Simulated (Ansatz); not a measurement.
Consider the ligand exchange at the Sn–S bond: `CS[S][SnH3]` + `C[SiH2]N` → `C[SiH2][NH][SnH3]` + `CSS`.

Computed with Ansatz on PBE0-D4/def2-TZVP structures; ΔE is electronic, products minus reactants. CBS: MP2 limit from def2 TZ/QZ plus the TZ coupled-cluster correction, frozen cores. DFT in def2-TZVPP. B3LYP here is the variant with VWN-RPA as its local correlation; programs differ in this. Elements past krypton have def2 core potentials. For Sn outer-core shells are correlated without core-valence functions, which leaves a few kJ/mol of doubt a bond. One conformer a species, not always the lowest.

```tsv
level	ΔE (kcal/mol)	difference from CCSD(T)/CBS
B3LYP-D4	14.3	0.8
B2PLYP	13.9	0.4
PBE	15.6	2.1
PBE0	15.2	1.7
B3LYP	14.5	1.0
SCS-MP2/def2-TZVPP	12.3	-1.2
CCSD/def2-TZVPP	12.0	-1.5
CCSD(T)/def2-TZVPP	12.2	-1.3
HF/def2-QZVPP	12.9	-0.6
MP2/CBS(def2)	14.4	0.9
CCSD(T)/CBS	13.5	0
```

Largest T1 diagnostic among the species: 0.013.
